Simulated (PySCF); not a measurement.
Work out the structure from these simulated measurements.

Formula: C5H6S2.

| Item | Value |
| --- | --- |
| 1H NMR | chemical shifts (computed TMS as zero) by class: 7.15 (1 H), 6.93 (1 H), 6.90 (1 H), 2.51 (3 H) ppm [GIAO PBE0/pcSseg-1] |
| UV, first state | lowest singlet excitation: 4.93 eV (252 nm, f = 0.207) [TDDFT wB97X-D/def2-SVPD] |
| Rotational structure | rotational constants A, B, C: 4.040, 1.423, 1.059 GHz [GFN2-xTB] |
| Polarisability | 95.8 au [wB97X-D/def2-SVPD] |
| NMR, other nuclei | isotropic shieldings of nuclei other than C and H, by class: 281 (1 S), 481 (1 S) ppm [GIAO PBE0/pcSseg-1] |
| 13C NMR | chemical shifts (computed TMS as zero) by class: 153.4 (1 C), 132.7 (1 C), 128.5 (1 C), 124.1 (1 C), 22.1 (1 C) ppm [GIAO PBE0/pcSseg-1] |
| Triplet | lowest triplet excitation (Tamm–Dancoff): 3.43 eV [TDA wB97X-D/def2-SVPD] |
| Dipole | 0.96 D [wB97X-D/def2-SVPD] |

Electronic properties: PySCF, gas phase, density fitting. Levels stand in brackets. The structure is a single GFN2-xTB conformer in the gas phase; no vibrational or solvent corrections. NMR values are class means; diastereotopic atoms form classes of their own.

**Question.** Give a SMILES that accounts for the data.

**Answer.** Numbering: `[CH3:1][S:2][c:3]1[cH:4][cH:5][cH:6][s:7]1`. Its formula, C5H6S2, gives 3 degrees of unsaturation: 1 ring and 2 π bonds in the structure found (Kekulé form). 5 carbons fall into 5 classes; from least to most shielded: substituted aromatic carbon [C3] (153.4 ppm), aromatic CH carbon [C5] (132.7 ppm), aromatic CH next to a ring sulfur [C6] (128.5 ppm), aromatic CH carbon [C4] (124.1 ppm), S-methyl carbon [C1] (22.1 ppm). Hydrogen classes from least to most shielded: 1 H on an aromatic CH carbon, C5 (7.15 ppm), 1 H on an aromatic CH next to a ring sulfur, C6 (6.93 ppm), 1 H on an aromatic CH carbon, C4 (6.90 ppm), 3 H on an S-methyl carbon, C1 (2.51 ppm). The other shieldings belong to: 281 ppm, thiophene-type sulfur [S7]; 481 ppm, sulfide sulfur [S2]. The optimised geometry has point group Cs and is an asymmetric top. Structure: 2-(methylthio)thiophene (`CSC1=CC=CS1`). The assignments are read from this structure; whether some other isomer fits the data as well wasn't checked.

Shape of the structure used: `[CH3:1][S:2][c:3]1[cH:4][cH:5][cH:6][s:7]1`: C1–S2–C3–C4 180°.
